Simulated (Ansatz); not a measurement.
Start from `O[SiH](O)[GeH3]` and change one atom or group to get `CO[SiH](O)O`.

Ansatz, PBE0-D4/def2-TZVP geometries, multiplicity 1. Each molecule was computed in one conformer, which needn't be the lowest.

Scalar relativity is left out up to krypton.

```csv
property,`O[SiH](O)[GeH3]`
HOMO–LUMO gap (PBE0/def2-TZVPP) / eV,7.61
HOMO energy (PBE0/def2-TZVPP) / eV,-7.78
size of the dipole moment (PBE/def2-TZVPP) / D,2.11
"ideal-gas entropy at 298 K and 1 bar (rigid rotor, harmonic PBE0-D4/def2-TZVP) / J/(mol·K)",368
LUMO energy (B3LYP/def2-TZVPP) / eV,-0.43
size of the dipole moment (B3LYP/def2-TZVPP) / D,2.17
```

Give the same properties after the change, and the shifts. (Best estimate.)

The calculation gave: 
```
                                                                                  property  `CO[SiH](O)O`  shift
                                                      HOMO–LUMO gap (PBE0/def2-TZVPP) / eV           9.36   1.75
                                                        HOMO energy (PBE0/def2-TZVPP) / eV          -8.43  -0.65
                                            size of the dipole moment (PBE/def2-TZVPP) / D           1.67  -0.44
ideal-gas entropy at 298 K and 1 bar (rigid rotor, harmonic PBE0-D4/def2-TZVP) / J/(mol·K)            356    -12
                                                       LUMO energy (B3LYP/def2-TZVPP) / eV           0.53   0.96
                                          size of the dipole moment (B3LYP/def2-TZVPP) / D           1.73  -0.44
```

With PBE0 the HOMO falls by 0.65 eV and the LUMO rises by 1.08 eV, so the gap widens by about 1.73 eV. PBE moves the HOMO by -0.25 eV and ωB97M-V by -1.02 eV. The zero-point energy changes by 51.8 kJ/mol with +3 modes. Dipoles are sizes alone; their direction can turn. Modes under 60 cm⁻¹, often nearly free rotors, make the harmonic entropy too high.

B3LYP here is the variant with VWN-RPA as its local correlation; programs differ in this.
